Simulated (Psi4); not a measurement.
potassium atom (K), doublet; B3LYP/6-31G** (Psi4).

Here is a job for Psi4.
```
memory 2 GB

molecule mol {
0 2
  K     0.000000    0.000000    0.000000
}

set basis 6-31g**
set reference uks
set df_basis_scf cc-pvtz-jkfit

energy('b3lyp')
print_variables()
```

Output, abridged:

```
   => Loading Basis Set <=

    Name: 6-31G**
    Role: ORBITAL
    Keyword: BASIS

         ---------------------------------------------------------
                                   SCF
               by Justin Turney, Rob Parrish, Andy Simmonett
                          and Daniel G. A. Smith
                              UKS Reference
         ---------------------------------------------------------

  ==> Geometry <==

    Molecular point group: d2h
    Geometry (in Angstrom), charge = 0, multiplicity = 2:

       Center              X                  Y                   Z               Mass
    ------------   -----------------  -----------------  -----------------  -----------------
         K            0.000000000000     0.000000000000     0.000000000000    38.963706486400

  Running in d2h symmetry.

  Rotational constants: A = ************  B = ************  C = ************ [cm^-1]
  Rotational constants: A = ************  B = ************  C = ************ [MHz]
  Nuclear repulsion =    0.000000000000000

  Charge       = 0
  Multiplicity = 2
  Electrons    = 19
  Nalpha       = 10
  Nbeta        = 9

  ==> Algorithm <==

  SCF Algorithm Type is DF.
  DIIS enabled.
  MOM disabled.
  Fractional occupation disabled.
  Guess Type is CORE.
  Energy threshold   = 1.00e-06
  Density threshold  = 1.00e-06
  Integral threshold = 1.00e-12

  ==> Primary Basis <==

  Basis Set: 6-31G**
    Blend: 6-31G**
    Number of shells: 10
    Number of basis functions: 23
    Number of Cartesian functions: 23
    Spherical Harmonics?: false
    Max angular momentum: 2

  ==> DFT Potential <==

   => LibXC <=

    Version 7.1.2
    S. Lehtola, C. Steigemann, M. J. T. Oliveira, and M. A. L. Marques,  SoftwareX 7, 1–5 (2018) (10.1016/j.softx.2017.11.002)

   => Composite Functional: B3LYP <=

    B3LYP Hyb-GGA Exchange-Correlation Functional

    P. J. Stephens, F. J. Devlin, C. F. Chabalowski, and M. J. Frisch,  J. Phys. Chem. 98, 11623 (1994) (10.1021/j100096a001)

    Deriv               =              1
    GGA                 =           TRUE
    Meta                =          FALSE

    Exchange Hybrid     =           TRUE
    MP2 Hybrid          =          FALSE

   => Exchange Functionals <=

    0.0800   Slater exchange
    0.7200         Becke 88

   => Exact (HF) Exchange <=

    0.2000               HF

   => Correlation Functionals <=

    0.1900   Vosko, Wilk & Nusair (VWN5_RPA)
    0.8100   Lee, Yang & Parr

   => LibXC Density Thresholds  <==

    XC_HYB_GGA_XC_B3LYP:  1.00E-15

   => Molecular Quadrature <=

    Radial Scheme          =       TREUTLER
    Pruning Scheme         =           NONE
    Nuclear Scheme         =       TREUTLER

    Blocking Scheme        =         OCTREE
    BS radius alpha        =              1
    Pruning alpha          =              1
    Radial Points          =             75
    Spherical Points       =            302
    Total Points           =          21140
    Total Blocks           =            250
    Max Points             =            252
    Max Functions          =             23
    Weights Tolerance      =       1.00E-15

Traceback (most recent call last):
  File "psi4", line 375, in <module>
  File "<string>", line 23, in <module>
  File "site-packages/psi4/driver/driver.py", line 533, in energy
  File "site-packages/psi4/driver/procrouting/proc.py", line 2760, in run_scf
  File "site-packages/psi4/driver/procrouting/proc.py", line 1939, in scf_helper
  File "site-packages/psi4/driver/procrouting/proc.py", line 1462, in scf_wavefunction_factory
  File "site-packages/psi4/driver/p4util/python_helpers.py", line 169, in _pybuild_basis
  File "site-packages/psi4/driver/qcdb/libmintsbasisset.py", line 722, in pyconstruct
  File "site-packages/psi4/driver/qcdb/libmintsbasisset.py", line 976, in construct

psi4.driver.qcdb.exceptions.BasisSetNotFound: BasisSet::construct: Unable to find a basis set for atom 1 for key JKFIT among:
  Shell Entries: ['K']
  Basis Sets: [('CC-PVTZ-JKFIT', 'CC-PVTZ-JKFIT', None)]
  File Path: tmp57fjgcag, tmp57fjgcag, basis
  Input Blocks:

Printing out the relevant lines from the Psithon --> Python processed input file:
    ""","mol")
    core.IO.set_default_namespace("mol")
    core.set_global_option("BASIS", "6-31g**")
    core.set_global_option("REFERENCE", "uks")
    core.set_global_option("DF_BASIS_SCF", "cc-pvtz-jkfit")
--> energy('b3lyp')
    print_variables()

!----------------------------------------------------------------------------------!
!                                                                                  !
!  BasisSet::construct: Unable to find a basis set for atom 1 for key JKFIT among: !
!   Shell Entries: ['K']                                                           !
!   Basis Sets: [('CC-PVTZ-JKFIT', 'CC-PVTZ-JKFIT', None)]                         !
!   File Path: tmp57fjgcag, !
!     tmp57fjgcag,          !
!     basis                                          !
!   Input Blocks:                                                                  !
!                                                                                  !
!----------------------------------------------------------------------------------!

QcdbException BasisSetNotFound: BasisSet::construct: Unable to find a basis set for atom 1 for key JKFIT among:
  Shell Entries: ['K']
  Basis Sets: [('CC-PVTZ-JKFIT', 'CC-PVTZ-JKFIT', None)]
  File Path: tmp57fjgcag, tmp57fjgcag, basis
  Input Blocks:
```

The program refused the input.
